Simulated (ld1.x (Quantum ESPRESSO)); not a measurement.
## Building the PAW potential for O (Z = 8) (LDA (PZ), scalar-relativistic).

The input file (ld1.x (Quantum ESPRESSO) 7.5):

```
&input
   title='O', zed=8., rel=1, dft='PZ', iswitch=3,
   config='[He] 2s2 2p3',
   nld=2, rlderiv=2.30, eminld=-5.0, emaxld=5.0, deld=0.02
 /
 &inputp
   pseudotype=3, lpaw=.true., tm=.true., lloc=-2, rcloc=0.55,
   nlcc=.true., new_core_ps=.true., rcore=0.35,
   which_augfun='PSQ', rmatch_augfun_nc=.true.,
   file_pseudopw='O.UPF', file_wfcaegen='ae.wfc', file_wfcncgen='nc.wfc', file_beta='beta', file_chi='chi', file_wfcusgen='us.wfc'
 /
4
2S  1  0   2.00   0.00  0.60  0.65  0.0
2S  1  0   0.00  -2.50  0.60  0.65  0.0
2P  2  1   3.00   0.00  1.80  2.10  0.0
2P  2  1   0.00   1.25  1.80  2.10  0.0
 &test
   configts(1)='2s2 2p3'
 /
```

Command:

```bash
ld1.x < O.in > O.out
```

The program printed (shortened: banner, matrices, multipoles, cross overlaps and the repeated all-electron block are left out):

```
Program LD1 v.7.5
     --------------------------- All-electron run ----------------------------

     O
     scalar relativistic calculation

     atomic number is  8.00
     dft =PZ   lsd =0 sic =0 latt =0  beta=0.20 tr2=1.0E-14
     Exchange-correlation= PZ
                           (   1   1   0   0   0   0   0)
     mesh =1095 r(mesh) =  99.04343 a.u. xmin = -7.00 dx = 0.01250
     1 Ry =  13.60569312 eV, c = 137.03599908

     n l     nl                  e(Ry)          e(Ha)          e(eV)
     1 0     1S 1( 2.00)       -38.9347       -19.4673      -529.7331
     2 0     2S 1( 2.00)        -2.8956        -1.4478       -39.3965
     2 1     2P 1( 3.00)        -1.8071        -0.9036       -24.5873

     final scf error:  1.6E-15 reached in  17 iterations

     Etot =    -147.830923 Ry,     -73.915462 Ha,   -2011.342178 eV

     Ekin =     147.387929 Ry,      73.693964 Ha,    2005.314927 eV
     Encl =    -343.988173 Ry,    -171.994086 Ha,   -4680.197514 eV
     Eh   =      63.414335 Ry,      31.707168 Ha,     862.795986 eV
     Exc  =     -14.645015 Ry,      -7.322507 Ha,    -199.255577 eV

     normalization and overlap integrals

     s(1S/1S) =  1.000000  <r> =   0.2006  <r2> =    0.0544  r(max) =   0.1298
     s(2S/2S) =  1.000000  <r> =   1.0908  <r2> =    1.4304  r(max) =   0.8569
     s(2P/2P) =  1.000000  <r> =   1.1087  <r2> =    1.5707  r(max) =   0.7753

     ------------------------ End of All-electron run ------------------------

     --------------------- Generating PAW atomic setup --------------------

      Generating local potential from pseudized AE potential:
      Matching radius rcloc =   0.5500
      Enforcing V''(0)=0 (lloc=-2)

      Local pseudo, rcloc= 0.546 Estimated cut-off energy=    97.98 Ry

      Computing core charge for nlcc:

       r > 0.35 : true rho core
      Core charge pseudized with two Bessel functions
      Integrated core pseudo-charge :   1.31
      Wfc-us  2S rcutus= 0.651  Estimated cut-off energy=    97.83 Ry
      Wfc-us  2S rcutus= 0.651  Estimated cut-off energy=    98.32 Ry
      Wfc-us  2P rcutus= 2.108  Estimated cut-off energy=    18.69 Ry
      Wfc-us  2P rcutus= 2.108  Estimated cut-off energy=    16.33 Ry

     Required augmentation: PSQ   radius:    2.100000

     Q pseudized with Bessel functions
     Expected ecutrho=     480.4404 due to l1=  0   l2=  1

     Estimated PAW energy =  -38.945428 Ryd

     ------------------- End of pseudopotential generation -------------------

     Computing logarithmic derivative in   2.28606
     Computing logarithmic derivative in   2.28606
     Computing the partial wave expansion
     R is outside the sphere for l=    0 j= 0.00
     R is outside the sphere for l=    0 j= 0.00
     R is outside the sphere for l=    1 j= 0.00
     R is outside the sphere for l=    1 j= 0.00

     ---------------------- Testing the pseudopotential ----------------------

     O
     scalar relativistic calculation

     atomic number is  8.00   valence charge is  6.00
     dft = SLA  PZ   NOGX NOGC   lsd =0 sic =0 latt =0  beta=0.20 tr2=1.0E-14
     mesh =1095 r(mesh) =  99.04343 xmin = -7.00 dx = 0.01250

     n l     nl             e AE (Ry)        e PS (Ry)    De AE-PS (Ry)
     1 0     2S   1( 2.00)       -2.89559       -2.89563        0.00004
     2 1     2P   1( 3.00)       -1.80713       -1.80713        0.00000

     eps = 4.1E-19  iter =  6

     Etot =    -147.830923 Ry,     -73.915462 Ha,   -2011.342178 eV
     Etotps =   -38.945507 Ry,     -19.472753 Ha,    -529.880613 eV

     Ekin =      32.056183 Ry,      16.028091 Ha,     436.146586 eV
     Encl =     -77.156227 Ry,     -38.578113 Ha,   -1049.763944 eV
     Ehrt =      20.799550 Ry,      10.399775 Ha,     282.992296 eV
     Ecxc =     -14.645013 Ry,      -7.322506 Ha,    -199.255552 eV
     (Ecc =      -3.830977 Ry,      -1.915488 Ha,     -52.123092 eV)

     ---------------------- End of pseudopotential test ----------------------
```

Generation and configuration tests took about 2.4 s on one core of a shared server CPU.

Transferability test of the new file with ld1.x, input:

```
&input
   title='O', zed=8., rel=1, dft='PZ', iswitch=2,
   config='[He] 2s2 2p3'
 /
 &test
   file_pseudo='O.UPF', nconf=10,
   configts(1)='2s2 2p3',
   configts(2)='2s2 2p4',
   configts(3)='2s2 2p2',
   configts(4)='2s2 2p1',
   configts(5)='2s1 2p5',
   configts(6)='2s0 2p6',
   configts(7)='2s2 2p0',
   configts(8)='2s1 2p4',
   configts(9)='2s2 2p3', lsdts(9)=1,
   configts(10)='2s2 2p4', lsdts(10)=1
 /
```

```bash
ld1.x < O.test.in > O.test.out
```

Pseudopotential blocks of its output, shortened (energy terms left out; the distinct warnings before each block abridged to one line each):

```
     ---------------------- Testing the pseudopotential ----------------------

     n l     nl             e AE (Ry)        e PS (Ry)    De AE-PS (Ry)
     1 0     2S   1( 2.00)       -2.89559       -2.89563        0.00004
     2 1     2P   1( 3.00)       -1.80713       -1.80713        0.00000

     eps = 4.1E-19  iter =  6

     Etot =    -147.830923 Ry,     -73.915462 Ha,   -2011.342178 eV
     Etotps =   -38.945507 Ry,     -19.472753 Ha,    -529.880613 eV

     ---------------------- End of pseudopotential test ----------------------

          ---------------------- Testing the pseudopotential ----------------------

     n l     nl             e AE (Ry)        e PS (Ry)    De AE-PS (Ry)
     1 0     2S   1( 2.00)       -1.74582       -1.74732        0.00150
     2 1     2P   1( 4.00)       -0.67608       -0.67659        0.00051

     eps = 1.7E-15  iter = 15

     Etot =    -149.049789 Ry,     -74.524894 Ha,   -2027.925687 eV
     Etotps =   -40.164473 Ry,     -20.082236 Ha,    -546.465488 eV
     dEtot_ae =      -1.218865 Ry
     dEtot_ps =      -1.218966 Ry,   Delta E=       0.000100 Ry

     ---------------------- End of pseudopotential test ----------------------

          Warning: convergence not achieved
     Warning: n=1, l=0 expected 0 nodes, found 1
     ---------------------- Testing the pseudopotential ----------------------

     n l     nl             e AE (Ry)        e PS (Ry)    De AE-PS (Ry)
     1 0     2S   1( 2.00)       -4.26417       -4.26134       -0.00283
     2 1     2P   1( 2.00)       -3.18620       -3.19112        0.00492

     eps = 1.1E-04  iter =201

     Etot =    -145.353407 Ry,     -72.676704 Ha,   -1977.633852 eV
     Etotps =   -36.481615 Ry,     -18.240807 Ha,    -496.357656 eV
     dEtot_ae =       2.477516 Ry
     dEtot_ps =       2.463892 Ry,   Delta E=       0.013624 Ry

     ---------------------- End of pseudopotential test ----------------------

          ---------------------- Testing the pseudopotential ----------------------

     n l     nl             e AE (Ry)        e PS (Ry)    De AE-PS (Ry)
     1 0     2S   1( 2.00)       -5.81386       -5.81173       -0.00213
     2 1     2P   1( 1.00)       -4.78017       -4.78980        0.00963  !

     eps = 4.7E-16  iter = 17

     Etot =    -141.387157 Ry,     -70.693579 Ha,   -1923.670271 eV
     Etotps =   -32.492911 Ry,     -16.246456 Ha,    -442.088577 eV
     dEtot_ae =       6.443766 Ry
     dEtot_ps =       6.452596 Ry,   Delta E=      -0.008829 Ry

     ---------------------- End of pseudopotential test ----------------------

          ---------------------- Testing the pseudopotential ----------------------

     n l     nl             e AE (Ry)        e PS (Ry)    De AE-PS (Ry)
     1 0     2S   1( 1.00)       -1.77955       -1.78662        0.00707  !
     2 1     2P   1( 5.00)       -0.70544       -0.70659        0.00114

     eps = 4.5E-15  iter = 25

     Etot =    -147.977870 Ry,     -73.988935 Ha,   -2013.341482 eV
     Etotps =   -39.088636 Ry,     -19.544318 Ha,    -531.827990 eV
     dEtot_ae =      -0.146946 Ry
     dEtot_ps =      -0.143130 Ry,   Delta E=      -0.003817 Ry

     ---------------------- End of pseudopotential test ----------------------

          ---------------------- Testing the pseudopotential ----------------------

     n l     nl             e AE (Ry)        e PS (Ry)    De AE-PS (Ry)
     1 0     2S   1( 0.00)       -1.81159       -1.82246        0.01087  !
     2 1     2P   1( 6.00)       -0.73313       -0.73352        0.00039

     eps = 2.6E-15  iter =  9

     Etot =    -146.901590 Ry,     -73.450795 Ha,   -1998.697947 eV
     Etotps =   -38.015743 Ry,     -19.007871 Ha,    -517.230531 eV
     dEtot_ae =       0.929334 Ry
     dEtot_ps =       0.929764 Ry,   Delta E=      -0.000430 Ry

     ---------------------- End of pseudopotential test ----------------------

          ---------------------- Testing the pseudopotential ----------------------

     n l     nl             e AE (Ry)        e PS (Ry)    De AE-PS (Ry)
     1 0     2S   1( 2.00)       -7.51559       -7.50588       -0.00971  !
     2 1     2P   1( 0.00)       -6.56055       -6.56869        0.00815  !

     eps = 7.5E-15  iter =  8

     Etot =    -135.731038 Ry,     -67.865519 Ha,   -1846.714846 eV
     Etotps =   -26.827886 Ry,     -13.413943 Ha,    -365.011982 eV
     dEtot_ae =      12.099886 Ry
     dEtot_ps =      12.117621 Ry,   Delta E=      -0.017735 Ry

     ---------------------- End of pseudopotential test ----------------------

          ---------------------- Testing the pseudopotential ----------------------

     n l     nl             e AE (Ry)        e PS (Ry)    De AE-PS (Ry)
     1 0     2S   1( 1.00)       -2.90595       -2.91191        0.00596  !
     2 1     2P   1( 4.00)       -1.81320       -1.81244       -0.00076

     eps = 4.7E-15  iter = 46

     Etot =    -146.740321 Ry,     -73.370161 Ha,   -1996.503783 eV
     Etotps =   -37.850934 Ry,     -18.925467 Ha,    -514.988190 eV
     dEtot_ae =       1.090602 Ry
     dEtot_ps =       1.094573 Ry,   Delta E=      -0.003971 Ry

     ---------------------- End of pseudopotential test ----------------------

          ---------------------- Testing the pseudopotential ----------------------

     n l     nl             e AE (Ry)        e PS (Ry)    De AE-PS (Ry)
     1 0     2S   1( 1.00)       -3.02385       -3.02761        0.00377
     2 1     2P   1( 3.00)       -1.93787       -1.93670       -0.00117
     1 0     2S   2( 1.00)       -2.62560       -2.62557       -0.00002
     2 1     2P   2( 0.00)       -1.53581       -1.54459        0.00878  !

     eps = 7.8E-16  iter = 37

     Etot =    -148.125761 Ry,     -74.062881 Ha,   -2015.353650 eV
     Etotps =   -39.234363 Ry,     -19.617182 Ha,    -533.810706 eV
     dEtot_ae =      -0.294838 Ry
     dEtot_ps =      -0.288856 Ry,   Delta E=      -0.005981 Ry

     ---------------------- End of pseudopotential test ----------------------

          ---------------------- Testing the pseudopotential ----------------------

     n l     nl             e AE (Ry)        e PS (Ry)    De AE-PS (Ry)
     1 0     2S   1( 1.00)       -1.82991       -1.83247        0.00255
     2 1     2P   1( 3.00)       -0.75735       -0.75676       -0.00059
     1 0     2S   2( 1.00)       -1.61232       -1.61376        0.00145
     2 1     2P   2( 1.00)       -0.54973       -0.55250        0.00277

     eps = 4.7E-15  iter = 31

     Etot =    -149.153353 Ry,     -74.576676 Ha,   -2029.334747 eV
     Etotps =   -40.266318 Ry,     -20.133159 Ha,    -547.851163 eV
     dEtot_ae =      -1.322429 Ry
     dEtot_ps =      -1.320811 Ry,   Delta E=      -0.001618 Ry

     ---------------------- End of pseudopotential test ----------------------
```
